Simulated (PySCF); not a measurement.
# `O1[Si@@H](C#C)OC(=O)C1`, C4H4O3Si

Geometry:
```json
{"atom": "C1", "x (Å)": "3.212", "y (Å)": "0.275", "z (Å)": "-0.428"}
{"atom": "C2", "x (Å)": "2.127", "y (Å)": "0.204", "z (Å)": "0.085"}
{"atom": "Si3", "x (Å)": "0.482", "y (Å)": "0.098", "z (Å)": "0.912"}
{"atom": "O4", "x (Å)": "-0.395", "y (Å)": "-1.195", "z (Å)": "0.417"}
{"atom": "C5", "x (Å)": "-1.535", "y (Å)": "-0.824", "z (Å)": "-0.297"}
{"atom": "C6", "x (Å)": "-1.581", "y (Å)": "0.701", "z (Å)": "-0.387"}
{"atom": "O7", "x (Å)": "-2.430", "y (Å)": "1.337", "z (Å)": "-0.934"}
{"atom": "O8", "x (Å)": "-0.539", "y (Å)": "1.233", "z (Å)": "0.237"}
{"atom": "H9", "x (Å)": "4.155", "y (Å)": "0.339", "z (Å)": "-0.890"}
{"atom": "H10", "x (Å)": "0.446", "y (Å)": "0.266", "z (Å)": "2.350"}
{"atom": "H11", "x (Å)": "-1.507", "y (Å)": "-1.251", "z (Å)": "-1.304"}
{"atom": "H12", "x (Å)": "-2.434", "y (Å)": "-1.184", "z (Å)": "0.214"}
```

Computed, not measured: GIAO PBE0/pcSseg-1 magnetisability, rotational g tensor and spin-rotation constants, non-relativistic, gas phase (PySCF). Geometry: GFN2-xTB.

Question: How diamagnetic is it, and how anisotropic?

Answer: Isotropic -1042 × 10⁻³⁰ J/T², or -62.8 × 10⁻⁶ cm³/mol; principal values -1180, -1006, -940 × 10⁻³⁰ J/T², anisotropy 215 × 10⁻³⁰ J/T² (root of half the summed squared differences of the principal values). The susceptibility is in cgs units.

Question: Split it along the inertial axes a, b, c into diamagnetic and paramagnetic parts about the centre of mass, with the quadrupole moment.

Answer: 
```csv
axis,χ (10⁻⁶ cm³/mol),diamagnetic (10⁻⁶ cm³/mol),paramagnetic (10⁻⁶ cm³/mol),summed x² of all electrons (Å²),quadrupole Θ (D Å)
a,-63.7,-407.3,343.6,210.9,+3.23
b,-58.7,-1041.9,983.2,61.3,-7.17
c,-65.9,-1154.8,1088.9,34.7,+3.94
```
Anisotropies 2χaa − χbb − χcc = -2.8 and 2χbb − χaa − χcc = +12.2 × 10⁻⁶ cm³/mol. Θ is traceless in Buckingham's convention.

Question: And the rotational g tensor?

Answer: 
```
axis  rotational constant (GHz)        g  nuclear part  electronic part
   a                     3.7767  -0.0526        0.5571          -0.6096
   b                     1.2095  -0.0162        0.5424          -0.5586
   c                     1.0728  -0.0140        0.5348          -0.5488
```
Asymmetric top; isotopes 12C, 1H, 16O, 28Si; no vibrational averaging.
